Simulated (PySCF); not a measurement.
Nickel: a sound run and one with changed settings

Sound run: Ni+ [Ar] 3d9, Ni(2+) [Ar] 3d8. Calculation: PySCF 2.14, in x2c-SVPall (5s3p3d1f, 36 functions); scalar relativity by spin-free X2C-1e. In the sound run the correlated levels freeze [Ar]. The sound run starts from symmetry-adapted Hartree-Fock orbitals and uses a fine grid where one is needed.

Changed run: initial guess sap, at most 50 SCF cycles.

```
species  method  sound run (hartree)  changed run (hartree)  converged
    Ni+     UHF          -1518.53264            -1518.53261        yes
    Ni+  M06-2X          -1520.01554            -1520.01441        yes
    Ni+    MN15          -1520.88186            -1520.88297        yes
    Ni+     MP2          -1518.78117            -1518.78115        yes
 Ni(2+)     UHF          -1517.98015            -1517.98015        yes
 Ni(2+)  M06-2X          -1519.34490            -1519.34490        yes
 Ni(2+)    MN15          -1520.17676            -1520.17676        yes
 Ni(2+)     MP2          -1518.12967            -1518.12967        yes
```

Ionisation energy of Ni+:

```tsv
method	sound run (eV)	changed run (eV)
UHF	15.034	15.033
M06-2X	18.249	18.218
MN15	19.187	19.217
MP2	17.728	17.728
SCS-MP2	17.437	17.437
```

Where the changed run lies lower, it found another determinant of the same configuration, with other orbitals of the open shell filled.

For comparison, NIST gives 18.169 eV between the lowest levels.
